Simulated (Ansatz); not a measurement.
`C=[C]([SiH3])[GeH3]` at its PBE0-D4/def2-TZVP geometry, where that method's forces vanish. The species carries charge 0 and has multiplicity 1.

```xyz
12

C     0.4533    1.1845    1.0748
C     0.0909    0.2526    0.1912
Si   -0.0825    0.6844   -1.6117
Ge   -0.2533   -1.5619    0.8147
H     0.5660    0.9749    2.1375
H     0.6573    2.2125    0.7780
H    -1.4710    0.4185   -2.0771
H     0.8327   -0.1522   -2.4350
H     0.2419    2.1223   -1.8156
H    -0.0274   -1.6076    2.3358
H     0.6926   -2.5551    0.1172
H    -1.7003   -1.9729    0.4904
```

Task: What forces (eV/Å) does ωB97M-V/def2-TZVPP give on these atoms in the Gaussian-basis code of Ansatz? (An estimate is asked.)

Result: The calculation gave: 
```
C1   0.009  0.027  0.012
C2   0.012  0.027  0.034
Si3 -0.013  0.052 -0.172
Ge4 -0.021 -0.114  0.055
H5  -0.012  0.004 -0.091
H6  -0.019 -0.086  0.016
H7   0.159  0.030  0.058
H8  -0.104  0.096  0.099
H9  -0.036 -0.163  0.030
H10 -0.015  0.010 -0.114
H11 -0.065  0.079  0.049
H12  0.106  0.038  0.023
```
